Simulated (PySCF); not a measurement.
Computed with PBE-D3(BJ)/def2-TZVP // PBE0-D3(BJ)/def2-TZVP (PySCF). Isolated molecules, 0 K electronic values unless said otherwise. One relaxed conformer stands for a flexible species; it need not be the lowest. 

Reference species (SMILES): `CC1(C)CC1` (neutral, multiplicity 1).

| Quantity | Value |
|---|---|
| HOMO | -6.34 eV |
| HOMO–LUMO gap | 6.85 eV |

Changed species: `C=C(C)CC` (C–C–C–C torsion 117°).

### Question
Predict the effect on the HOMO and HOMO–LUMO gap.

### Answer
the HOMO increases by 0.41 eV, to -5.93 eV; the HOMO–LUMO gap falls by 1.42 eV, to 5.43 eV.
